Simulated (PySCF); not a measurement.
Molecule: `InChI=1S/BH6PSSi/c2-1-3-4/h1H,2H2,4H3`.

Geometry:
```tsv
atom	x (Å)	y (Å)	z (Å)
Si1	-1.708	0.582	0.316
S2	-0.701	-0.166	-1.450
B3	1.008	-0.336	-0.944
P4	1.807	0.191	0.694
H5	-0.985	1.773	0.848
H6	-1.780	-0.472	1.369
H7	-3.080	0.958	-0.123
H8	1.742	-0.713	-1.826
H9	0.848	-0.263	1.645
H10	2.720	-0.890	0.830
```

Geometry PBE0-D3(BJ)/def2-SVP throughout; GIAO in PySCF 2.14, gas phase, one conformer, non-relativistic; equivalent atoms averaged; functional PBE0.

For orientation, 6-31G gives these shifts δ (against TMS, CS2, BF3·OEt2, H3PO4 at the same level): Si1 -28.7, S2 -39.2, B3 72.6, P4 -197.7, H8 8.67, H5/H6/H7 4.37, H9/H10 2.99 ppm.

A run gave: Si1 -53.7, S2 -12.1, B3 77.7, P4 -195.1, H8 8.10, H5/H6/H7 4.77, H9/H10 3.18 ppm (shifts δ (against TMS, CS2, BF3·OEt2, H3PO4 at the same level)).

Question: Which basis set was used in that run?
A. pcSseg-0
B. def2-TZVP
C. 6-311+G(2d,p)
D. cc-pVTZ

Answer: D. S2 tells them apart best: cc-pVTZ gives -12.1, def2-TZVP gives -5.0, pcSseg-0 gives -73.5, 6-311+G(2d,p) gives -4.0 ppm.
